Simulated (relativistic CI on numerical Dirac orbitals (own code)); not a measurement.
Calculated at this level of theory: Dirac-Coulomb-Breit CI, orbitals from a KLI potential per configuration, a model potential for QED, unscaled Slater integrals (own radial code, finite nucleus).

Configuration list (outside the closed core [Ne]): 3s2.3p6.3d6, 3s2.3p5.3d7, 3s2.3p4.3d8, 3s.3p6.3d7, 3s2.3p6.3d5.4s, 3s2.3p6.3d5.4p, 3p6.3d8, 3s2.3p6.3d4.4s2, 3s2.3p6.3d5.4d, 3s2.3p6.3d4.4s.4p, 3s2.3p6.3d5.4f, 3s2.3p6.3d5.5s, 3s2.3p6.3d4.4p2, 3s2.3p6.3d4.4s.4d, 3s2.3p6.3d5.5p, 3s.3p5.3d8, 3s2.3p6.3d5.5d, 3s2.3p5.3d6.4s, 3s2.3p6.3d4.4p.4d, 3s2.3p6.3d5.5f, 3s2.3p6.3d5.6s, 3s2.3p6.3d5.5g, 3s2.3p6.3d5.6p, 3s2.3p5.3d6.4p, 3s2.3p6.3d4.4d2, 3s2.3p5.3d5.4s2, 3s2.3p6.3d5.6f, 3s.3p6.3d6.4s, 3s.3p6.3d5.4s2, 3s2.3p5.3d6.5s. Levels of other configurations are missing.

At this charge energies of transitions that change n are usually good to better than 1 %, and those within a shell (Δn = 0) to a few per cent. Terms inside the open d or f shell come out 10 to 20 % too wide with unscaled integrals.

Outline of the computed level scheme of As X. Lowest level of each configuration: 3s2.3p6.3d6 5D_4 at 0.0000 eV; 3s2.3p6.3d5.4s 7S_3 at 87.5750 eV; 3s2.3p5.3d7 5G°_6 at 91.4055 eV.

Some strong electric-dipole decays among the lowest 45 levels: 3s2.3p5.3d7 3D°_3 → 3s2.3p6.3d6 3P_2 (1.0e+10 s⁻¹); 3s2.3p5.3d7 3D°_3 → 3s2.3p6.3d6 5D_2 (3.1e+09 s⁻¹); 3s2.3p5.3d7 5G°_4 → 3s2.3p6.3d6 5D_3 (2.2e+09 s⁻¹); 3s2.3p5.3d7 5G°_5 → 3s2.3p6.3d6 5D_4 (1.7e+09 s⁻¹); 3s2.3p5.3d7 5G°_2 → 3s2.3p6.3d6 5D_1 (1.3e+09 s⁻¹); 3s2.3p5.3d7 5G°_2 → 3s2.3p6.3d6 5D_2 (1.2e+09 s⁻¹); 3s2.3p5.3d7 5G°_3 → 3s2.3p6.3d6 5D_3 (1.1e+09 s⁻¹); 3s2.3p5.3d7 5G°_3 → 3s2.3p6.3d6 5D_2 (9.4e+08 s⁻¹).
